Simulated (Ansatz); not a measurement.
Reactions of CHBrCl2 (`ClC(Cl)Br`).

Isolated molecules relaxed with PBE0-D4/def2-TZVP in Ansatz; ΔE leaves out vibrations. CCSD(T)/CBS adds triple-zeta CCSD(T) − MP2 to the extrapolated MP2 energy (def2 sets, frozen cores). This one scheme is used for every species. Functionals use def2-TZVPP. For Br outer-core shells are correlated without core-valence functions, which leaves a few kJ/mol of doubt a bond. Scalar relativity is left out up to krypton. Each species was taken in one conformer, which may not be the lowest.

| reaction | CCSD(T)/CBS(def2) (kJ/mol) |
| --- | --- |
| `ClC(Cl)Br` + H₂O → `OC(Cl)Cl` + HBr | -13 |
| `ClC(Cl)Br` + H₂O → `OC(Cl)Br` + HCl | -17 |
| `ClC(Cl)Br` + H₂ → `ClCCl` + HBr | -95 |
| `ClC(Cl)Br` + H₂ → `ClCBr` + HCl | ? |

**Question.** Fill in the missing values. (An estimate is asked.)

**Answer.** Computed: `ClC(Cl)Br` + H₂ → `ClCBr` + HCl: -102.1 kJ/mol.

Largest T1 diagnostic: 0.010, for `OC(Cl)Cl`.
